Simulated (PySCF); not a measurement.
Isomers of C7H20BP, one conformer each; single-point electronic energies without zero-point terms and without any empirical dispersion term.

All values: PBE0/pcSseg-1 (PySCF, non-relativistic), each on one gas-phase PBE0-D3(BJ)/def2-SVP geometry that isn't relaxed in the solvent. The solvent is an IEF-PCM continuum (van der Waals radii × 1.2). The model holds no explicit solvent molecules, cavitation or dispersion.

```
                      isomer  relative energy, gas (kcal/mol)  dipole (D)
`C([P@+](C)(C(C)C)[BH3-])CC`                              0.0        5.14
`[BH3-][P@+](C)(CC)C(C)(C)C`                              0.6        5.07
```

Problem. How do the relative energies look in chloroform (ε = 4.711)?

Solution. 
| isomer | relative energy, solvent (kcal/mol) | E(solvent) − E(gas) (kcal/mol) | dipole in solvent (D) |
| --- | --- | --- | --- |
| `C([P@+](C)(C(C)C)[BH3-])CC` | 0.0 | -5.5 | 6.47 |
| `[BH3-][P@+](C)(CC)C(C)(C)C` | 0.8 | -5.3 | 6.44 |

The order is unchanged. Conformers: `[BH3-:1][P@+:2]([CH3:3])([CH2:4][CH2:5][CH3:6])[CH:7]([CH3:8])[CH3:9]` with B1–P2–C4–C5 -63°, P2–C4–C5–C6 174°, B1–P2–C7–C8 177°; `[BH3-:1][P@+:2]([CH3:3])([CH2:4][CH3:5])[C:6]([CH3:7])([CH3:8])[CH3:9]` with B1–P2–C4–C5 46°. `C([P@+](C)(C(C)C)[BH3-])CC` gains most from the continuum, and it has the largest gas-phase dipole. The gains span 0.2 kcal/mol, the gas-phase energies 0.6 kcal/mol.
